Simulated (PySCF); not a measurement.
GeS, SMILES [S]=[Ge] (connectivity only; charge and spin as stated), neutral, multiplicity 1. Heavy atoms are numbered as in [Ge:1]=[S:2].

Geometry: B3LYP-D3(BJ)/def2-TZVP.

All values below come from KT2/pcSseg-2 (PySCF).

GIAO shieldings, no solvent; atoms alike by connectivity are averaged. δ = σ(ref) − σ: ⁷³Ge against GeH4 (σ = 1672.1 ppm); ³³S against H2S (σ = 720.7 ppm), references at their B3LYP-D3(BJ)/def2-TZVP geometries, non-relativistic.

Computed chemical shifts:
```json
[
 {"nucleus": "⁷³Ge", "atoms": "Ge1", "count": "1", "δ (ppm)": "1213.3"},
 {"nucleus": "³³S", "atoms": "S2", "count": "1", "δ (ppm)": "919.6"}
]
```
